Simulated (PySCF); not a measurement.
Level of theory: PBE-D3(BJ)/def2-TZVP // PBE-D3(BJ)/def2-SVP in PySCF. Isolated molecules, 0 K electronic values unless said otherwise. 

Reference species: [Ta(Cl)5] (neutral, multiplicity 1).

```yaml
coordination_number: 5
LUMO: -4.48 eV
mean_distance_from_the_central_atom_to_its_bonded_neighbours: 2.318 Å
charge on the central atom (Mulliken): 1.00 e
```

After one change: the coordination number is nearly the same; the LUMO rises by 0.20 eV; the mean distance from the central atom to its bonded neighbours drops by 0.177 Å; the charge on the central atom (Mulliken) rises by 0.23 e.

Which change was made? The new species is one of these.
(A) [Ta(Cl)4(F)]
(B) [Ta(Cl)(F)4]
(C) [Ta(F)5]
(D) [Ta(Cl)3(F)2]

D, [Ta(Cl)3(F)2]
